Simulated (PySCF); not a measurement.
Electron correlation in In (indium, neutral)

[Kr] 4d10 5s2 5p1, 2P determinant. Calculation: PySCF 2.14, in aug-cc-pVTZ-DK3 (8s7p5d2f, 68 functions); scalar relativity by spin-free X2C-1e. Frozen: [Kr] 4d10; 3 electrons correlated.

```
  level  correlation energy (mhartree)
   CCSD                         -41.52
    (T)                          -0.78
CCSD(T)                         -42.30
```

Diagnostics: T1 = 0.014, D1 = 0.0316, largest double amplitude 0.049.

Question: Is a single reference adequate?

Answer: Yes, within this model without spin-orbit coupling: T1 lies below 0.03 and no double amplitude reaches 0.07.
